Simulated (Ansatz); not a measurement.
Ansatz (a program for electronic structure) input:

Ansatz 0.2 input:
```yaml
crystal:
  periodic: [false, false, false]
  atoms:
    - {symbol: Ta, position_ang: [-0.26277704, -0.04166657, 0.23187318]}
    - {symbol: O, position_ang: [-1.12727276, -1.26341427, -0.55130930]}
    - {symbol: Cl, position_ang: [-0.13950968, 1.63273643, -1.24231322]}
    - {symbol: Cl, position_ang: [1.79838650, -0.85926738, 0.50606217]}
basis:
  gaussian:
    orbitals: def2-SVPD
total_charge: 1
magnetization: {spin_polarized: false}
correlation: {method: ccsd_t, electrons: outside_noble_gas}
output: {forces: true}
```

### Question
Which total energy does the run end on?

### Answer
-1050.42800 Eh (CCSD(T)/def2-SVPD). The basis has 112 functions. The run takes very roughly 50 core-seconds.
